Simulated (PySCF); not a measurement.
Gas-phase reaction: GeH2 + 2 HF + GeF2 → 2 GeH2F2, at 1800 K and a standard pressure of 1 bar. Level: BLYP/def2-TZVP†.

Computed with PySCF and rigid-rotor harmonic-oscillator thermochemistry at 1 bar. † marks an energy on the PBE0/def2-TZVP geometry and frequencies. All species are closed-shell singlets. Ge: all electrons, no relativistic terms. GeH2, GeH2F2: computed as isolated molecules; such fragments, hydroxides, amides, oligomers or adducts are transient or little studied in the gas. The harmonic model lacks anharmonicity and excited electronic states, which grow with temperature; levels with a mode under 35 cm⁻¹ are left out.

| species | E (Ha) | H(1800 K) − E (kJ/mol) | S°(1800 K) (J/mol/K) |
|---|---|---|---|
| GeH2 | -2078.20267 | 111.2 | 301.5 |
| HF | -100.47910 | 79.1 | 227.3 |
| GeF2 | -2276.92180 | 105.6 | 369.4 |
| GeH2F2 | -2278.09199 | 204.6 | 431.6 |
E: electronic energy; H − E holds the zero-point and thermal terms. 1 Ha = 2625.5 kJ/mol.

Question: Work out ΔH°, ΔS°, ΔG° and log10 K from these numbers.

Answer: 1. ΔE = 2×(-2278.09199) − 1×(-2078.20267) − 2×(-100.47910) − 1×(-2276.92180) = -0.10131 Ha = -266.0 kJ.
2. Δ(H − E) = 2×(204.6) − 1×(111.2) − 2×(79.1) − 1×(105.6) = 34.2 kJ, so ΔH° = -231.8 kJ.
3. ΔS° = 2×(431.6) − 1×(301.5) − 2×(227.3) − 1×(369.4) = -262.3 J/K; the number of gas molecules changes by -2.
4. ΔG° = ΔH° − TΔS° = -231.8 − 1800×(-262.3)/1000 = 240.3 kJ.
5. log10 K = −ΔG°/(RT ln 10) = -6.97, with RT ln 10 = 34.46 kJ/mol; at standard pressures the reactants are favoured.
6. A shift of 10 kJ in ΔE would move log10 K by 0.29 here.
For scale, ΔH°(298 K) is -260 kJ at this level, -314 kJ at ωB97M-V/def2-TZVP†, and runs from -373 to -218 kJ over the 20 levels computed.
